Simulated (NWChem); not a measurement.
System: CH₄BClO; SMILES B(O)(C)Cl

```xyz
8

B      0.0860    -0.4361    -0.0012
Cl    -0.0851     1.3460    -0.0001
C     -1.1810    -1.3480    -0.0003
H     -1.7908    -1.1523     0.8968
H     -0.9194    -2.4151    -0.0254
H     -1.8247    -1.1161    -0.8638
O      1.3274    -0.9557     0.0000
H      2.0192    -0.2840     0.0017
```
Atoms are numbered in this order, from 1.

The geometry was optimised at PBE0/def2-SVP.

Q: List the 6 lowest vertical singlet excitations from Hartree-Fock/6-31G* (spherical d), CIS (NWChem).

A: 
```
state  energy (eV)  oscillator strength  leading excitation (squared amplitude)
-----  -----------  -------------------  --------------------------------------
S1            9.29                0.007                      HOMO → LUMO (0.66)
S2            9.95                0.000                    HOMO−2 → LUMO (0.67)
S3           10.48                0.078                    HOMO−1 → LUMO (0.90)
S4           11.39                0.003                  HOMO−3 → LUMO+1 (0.32)
S5           11.50                0.024                    HOMO → LUMO+3 (0.42)
S6           11.72                0.010                  HOMO−1 → LUMO+3 (0.36)
```
